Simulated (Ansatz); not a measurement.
One change: `FC[SiH](F)Cl` becomes `N[SiH](F)CF`.

Ansatz, PBE0-D4/def2-TZVP geometries, multiplicity 1. Each molecule was computed in one conformer, which needn't be the lowest.

```
                             property  `FC[SiH](F)Cl`
   LUMO energy (PBE0/def2-TZVPP) / eV            0.13
 HOMO–LUMO gap (PBE0/def2-TZVPP) / eV            9.08
  HOMO energy (B3LYP/def2-TZVPP) / eV           -8.74
LUMO energy (ωB97M-V/def2-TZVPP) / eV            2.02
HOMO energy (ωB97M-V/def2-TZVPP) / eV          -11.22
HOMO–LUMO gap (B3LYP/def2-TZVPP) / eV            8.63
```

Q: What does the change do to each property? (Best estimate.)

A: Computed: 
```
                             property  `N[SiH](F)CF`  shift
   LUMO energy (PBE0/def2-TZVPP) / eV           0.35   0.22
 HOMO–LUMO gap (PBE0/def2-TZVPP) / eV           8.49  -0.59
  HOMO energy (B3LYP/def2-TZVPP) / eV          -7.88   0.86
LUMO energy (ωB97M-V/def2-TZVPP) / eV           1.96  -0.06
HOMO energy (ωB97M-V/def2-TZVPP) / eV         -10.58   0.64
HOMO–LUMO gap (B3LYP/def2-TZVPP) / eV           7.94  -0.69
```

With PBE0 the HOMO rises by 0.82 eV and the LUMO rises by 0.22 eV, so the gap narrows by about 0.60 eV. PBE moves the HOMO by 0.80 eV and ωB97M-V by 0.64 eV.

B3LYP here is the variant with VWN-RPA as its local correlation; programs differ in this.
